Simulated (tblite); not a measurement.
Species: C₃H₁₅NSi₃.
Numbering: `[CH3:1][NH:2][SiH2:3][C@@H:4]([SiH3:5])[SiH2:6][CH3:7]` (hydrogens: H8, H9, H10 on C1; H11 on N2; H12, H13 on Si3; H14 on C4; H15, H16, H17 on Si5; H18, H19 on Si6; H20, H21, H22 on C7)

Geometry (GFN2-xTB, Å), atoms numbered from 1 in this order:
```
atom  x, y, z in Å
C1     3.5489    0.4977   -0.0649
N2     2.2944   -0.1893   -0.2369
Si3    0.8074    0.6379   -0.4697
C4    -0.5418   -0.6945   -0.5628
Si5   -0.5399   -1.8577    0.9403
Si6   -2.2424    0.0767   -0.9145
C7    -2.7720    1.2180    0.4995
H8     4.0075    0.7867   -1.0177
H9     3.3711    1.4022    0.5118
H10    4.2540   -0.1322    0.4808
H11    2.4172   -1.0836   -0.6864
H12    0.6752    1.5209    0.6955
H13    0.7586    1.4804   -1.6830
H14   -0.3170   -1.3144   -1.4355
H15   -0.7096   -1.1075    2.1870
H16   -1.6403   -2.8242    0.8213
H17    0.7089   -2.6255    1.0123
H18   -2.1962    0.8502   -2.1663
H19   -3.2476   -0.9857   -1.0898
H20   -2.0719    2.0382    0.6247
H21   -3.7518    1.6456    0.3109
H22   -2.8230    0.6796    1.4408
```

All values are computed: GFN2-xTB (tblite) harmonic vibrations without scaling, gas phase. The method is semi-empirical: single wavenumbers can be off by several per cent or more. Modes of hydrogen on silicon can be 10 to 20 % off. One conformer, not necessarily the lowest.

Harmonic wavenumbers (cm⁻¹): 35.7, 45.6, 76.9, 95.9, 113.6, 125.0, 137.7, 150.3, 165.1, 190.8, 265.7, 306.8, 455.8, 475.4, 484.8, 499.8, 525.7, 568.4, 594.8, 612.7, 693.3, 734.0, 761.0, 786.1, 790.0, 796.3, 805.2, 810.4, 820.7, 830.5, 838.3, 852.1, 868.5, 1062.9, 1076.2, 1083.4, 1110.7, 1163.3, 1364.1, 1371.0, 1422.4, 1491.3, 1493.2, 1493.9, 1504.9, 2122.7, 2169.3, 2192.2, 2203.6, 2215.6, 2222.3, 2241.8, 2900.1, 2914.3, 2972.1, 3032.6, 3043.1, 3043.8, 3046.4, 3449.0.

A = 2027, B = 789.8, C = 650.4 MHz; mass 149.051 u (most abundant isotopes); point group C1, symmetry number 1.

Task: What is the zero-point energy?

Result: Half the sum of the wavenumbers: 35860 cm⁻¹ = 428.97 kJ/mol.

Task: Entropy at 298.15 K, 1 bar (ideal gas, RRHO, classical rotation)?

Result: Translation 171.27, rotation 125.99, vibration 190.20: S = 487.5 J/(mol K).

Task: And Cp and H(298.15 K) − H(0)?

Result: Cp = 212.48 J/(mol K), of which vibrations give 179.22 (their classical limit is 60 R = 498.9); H(298.15 K) − H(0) = 38.47 kJ/mol without the zero-point energy, 28.56 from vibrations.

Task: Blend soft modes into free rotors: weight 1/[1 + (100 cm⁻¹/ν̃)⁴] for the oscillator and the rest for a rotor with moment μB/(μ + B), μ = h/(8π²ν), B = 10⁻⁴⁴ kg m². What vibrational entropy results?

Result: 172.38 J/(mol K) in place of 190.20, which changes −T·S at 298.15 K by +5.31 kJ/mol.

Task: How do the functions run with temperature in this model?

Result: 
```csv
T (K),S (J/(mol K)),Cp (J/(mol K)),H − H(0) (kJ/mol),G − H(0) (kJ/mol),ln q(vib)
50,262.8,72.8,2.47,-10.67,1.05
100,324.6,106.0,7.02,-25.43,3.21
373.15,539.1,248.4,55.79,-145.38,14.21
500,619.0,297.6,90.55,-218.93,18.84
750,753.5,365.8,174.08,-391.05,27.27
1000,865.4,411.1,271.56,-593.80,34.83
```

q(vib) and H(0) count from the zero-point level.

Hindered rotation and anharmonicity are outside this model. Other conformers, if any are populated, would add a mixing term that is left out. The structure is chiral; the term R ln 2 for an equal mix with its mirror image is left out.
